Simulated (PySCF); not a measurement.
How methods differ on the ionisation energy of Au

Au [Xe] 4f14 5d10 6s1 [6s1/2^1, M_J = 1/2] → Au⁺ [Xe] 4f14 5d10, as a difference of total energies. Computed with PySCF 2.14 in x2c-TZVPPall-2c (11s11p10d3f1g, 124 functions), with the two-component X2C-1e Hamiltonian. Correlated levels: [Kr] 4d10 4f14 frozen; the 34 highest virtual spinors dropped. "Screened" scales the spin-orbit matrix elements by Boettger's factors to mimic the two-electron term; Breit and QED terms are absent.

```
                    method  ionisation energy (eV)
           GHF (spin-free)                   7.713
          GMP2 (spin-free)                   9.260
 GHF (screened spin-orbit)                   7.740
GMP2 (screened spin-orbit)                   9.290
```

**Question.** How much does correlation contribute at GMP2 (screened spin-orbit)?

**Answer.** 9.290 − (7.740) = 1.550 eV, measured against GHF (screened spin-orbit).

Errors of the correlated levels include the incompleteness of this basis and the frozen core.

For comparison: 9.226 eV (measured; NIST Atomic Spectra Database, ionization energies).
